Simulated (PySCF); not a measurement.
Si(All)(Cl)2(F) (C3H5Cl2FSi), SMILES C=CC[Si](F)(Cl)Cl.

Geometry optimised at r2SCAN-D4/def2-SVP. Other conformers were not sampled.

Two levels are set side by side: PBE/def2-TZVP (PySCF) and B3LYP/def2-TZVP (PySCF). Same geometry, gas phase. Differences are taken from unrounded values.

```json
[
 {"quantity": "orbital gap (eV)", "PBE": "5.17"},
 {"quantity": "highest occupied level (eV)", "PBE": "-6.54"},
 {"quantity": "lowest empty level (eV)", "PBE": "-1.37"},
 {"quantity": "dipole moment (D)", "PBE": "1.92"}
]
```

Task: These are the PBE values. What does B3LYP give? (An estimate is asked for; the answer gives what the named calculation found.)

Result: 
```tsv
quantity	B3LYP	PBE minus B3LYP
orbital gap (eV)	6.84	-1.67
highest occupied level (eV)	-7.44	0.90
lowest empty level (eV)	-0.60	-0.77
dipole moment (D)	2.00	-0.07
```

Without exact exchange PBE keeps part of each electron's self-repulsion, which lifts occupied levels and narrows the gap. Differences between two approximate levels are no errors against the true value.

Rough cost on one machine, each run with all the roots and properties that it gave: B3LYP against PBE within a factor of 2.
